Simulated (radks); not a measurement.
The numbers below are computed, except where a source is named.
Rh9+, configuration [Kr].

Code: a radial shooting solver on a logarithmic mesh with Libxc functionals. Model: scalar-relativistic Kohn-Sham, exchange-only LDA, spin-polarised, spherical densities, point nucleus.

Energy parts (hartree):
total: -4753.85346
kinetic: 4926.11805
electron-nucleus: -11266.28815
Hartree: 1710.81639
exchange: -124.49976

Orbitals (lengths in bohr, moments of r in powers of bohr; r(max) is where P^2 peaks; r(90%) holds 90 % of the orbital's charge):
orbital  occ.  eigenvalue (hartree)   r(max)      <r>  r(90%)
1s          2             -851.5483  0.02120  0.03266  0.0586
2s          2             -128.6893   0.1199   0.1421   0.219
2p          6             -116.0350  0.09579   0.1238   0.202
3s          2             -27.81525   0.3515   0.3905   0.576
3p          6             -23.65606   0.3443   0.3898   0.587
3d         10             -17.00475   0.2899   0.3684   0.585
4s          2              -8.49042   0.8578   0.9229    1.32
4p          6              -7.20941   0.9043   0.9814    1.42

The highest occupied level is 4p at -196.18 eV. Summed over all electrons, <r^2> = 11.64 bohr^2, which gives a Langevin (diamagnetic) susceptibility term of -9.22 x 10^-6 cm^3/mol. For comparison, the ionisation energy in NIST's Atomic Spectra Database is 207.51 eV (semi-empirical). In exact Kohn-Sham theory the highest level is minus the ionisation energy, but local and semilocal functionals leave it too shallow, through self-interaction and a potential that decays too fast; potentials with the right tail come closer. The density falls to 0.001 e/bohr^3 at r = 2.24 bohr.
